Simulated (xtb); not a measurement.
H₂S, charge +1, doublet, geometry from GFN2-xTB (a state made from the parent by changing its charge; the spin is typed, not shown lowest); GFN2-xTB in xtb.

xtb was given this input:
```
$ xtb mol.xyz --gfn 2 --chrg 1 --uhf 1 --json

# file mol.xyz
3

S     -0.00036152    -0.00213359     0.10390253
H     -0.03847239     1.00861520    -0.81100328
H      0.04425671    -0.97447779    -0.85143727
```

### Question
Write the output that xtb gives for this input, abridged.

### Answer

```
   ID    Z sym.   atoms
    1   16 S      1
    2    1 H      2, 3

           -------------------------------------------------
          |                Calculation Setup                |
           -------------------------------------------------

           -------------------------------------------------
          |                 G F N 2 - x T B                 |
           -------------------------------------------------

          ...................................................
          :                      SETUP                      :
          :.................................................:
          :  # basis functions                  12          :
          :  # atomic orbitals                  11          :
          :  # shells                            5          :
          :  # electrons                         7          :
          :  max. iterations                   250          :
          :  Hamiltonian                  GFN2-xTB          :
          :  restarted?                      false          :
          :  GBSA solvation                  false          :
          :  PC potential                    false          :
          :  electronic temp.          300.0000000     K    :
          :  accuracy                    1.0000000          :
          :  -> integral cutoff          0.2500000E+02      :
          :  -> integral neglect         0.1000000E-07      :
          :  -> SCF convergence          0.1000000E-05 Eh   :
          :  -> wf. convergence          0.1000000E-03 e    :
          :  Broyden damping             0.4000000          :
          :  net charge                          1          :
          :  unpaired electrons                  1          :
          ...................................................

 iter      E             dE          RMSdq      gap      omega  full diag
   1     -3.7182100 -0.371821E+01  0.679E+00    5.96       0.0  T
   2     -3.7194010 -0.119100E-02  0.347E+00    6.25       1.0  T
   3     -3.7197872 -0.386174E-03  0.284E-01    6.52       1.0  T
   4     -3.7197888 -0.166068E-05  0.686E-02    6.49       1.0  T
   5     -3.7197889 -0.916099E-07  0.179E-02    6.49       3.2  T
   6     -3.7197889 -0.118579E-07  0.430E-03    6.49      13.4  T
   7     -3.7197889 -0.113130E-08  0.735E-04    6.49      78.5  T
   8     -3.7197889 -0.139155E-09  0.179E-04    6.49     321.9  T

   *** convergence criteria satisfied after 8 iterations ***

[...]
         :: total energy              -3.705159846799 Eh    ::
[...]
         6                         -0.4109782             -11.1833
         7                         -0.3022276              -8.2240
         8                         -0.2990396              -8.1373
         9                         -0.2870208              -7.8102
        10                         -0.0391947              -1.0665
        11                          0.2684354               7.3045
      -------------------------------------------------------------
                  HL-Gap            0.2386602 Eh            6.4943 eV
             Fermi-level           -0.6590141 Eh          -17.9327 eV

     #   Z          covCN         q      C6AA      α(0)
     1  16 S        1.841     0.520   121.644    18.564
     2   1 H        0.920     0.240     0.917     1.497
     3   1 H        0.920     0.240     0.917     1.497

 Mol. C6AA /au·bohr⁶  :        167.478565
 Mol. C8AA /au·bohr⁸  :       7030.003709
 Mol. α(0) /au        :         21.558193

Wiberg/Mayer (AO) data.
largest (>0.10) Wiberg bond orders for each atom

 ---------------------------------------------------------------------------
     #   Z sym  total        # sym  WBO       # sym  WBO       # sym  WBO
 ---------------------------------------------------------------------------
     1  16 S    1.880 --     2 H    0.940     3 H    0.940
     2   1 H    0.942 --     1 S    0.940
     3   1 H    0.942 --     1 S    0.940
 ---------------------------------------------------------------------------

Topologies differ in total number of bonds
Writing topology from bond orders to xtbtopo.mol

molecular dipole:
                 x           y           z       tot (Debye)
 q only:        0.002       0.013      -0.652
   full:        0.003       0.015      -0.754       1.916
molecular quadrupole (traceless):
                xx          xy          yy          xz          yz          zz
 q only:       -1.443      -0.105       1.082      -0.008       0.014       0.361
  q+dip:       -1.843      -0.134       1.374      -0.011       0.018       0.469
   full:       -1.322      -0.105       1.192      -0.007       0.021       0.130

           -------------------------------------------------
          | TOTAL ENERGY               -3.705159846799 Eh   |
          | GRADIENT NORM               0.000013985791 Eh/α |
          | HOMO-LUMO GAP               6.494275448269 eV   |
           -------------------------------------------------

normal termination of xtb
```
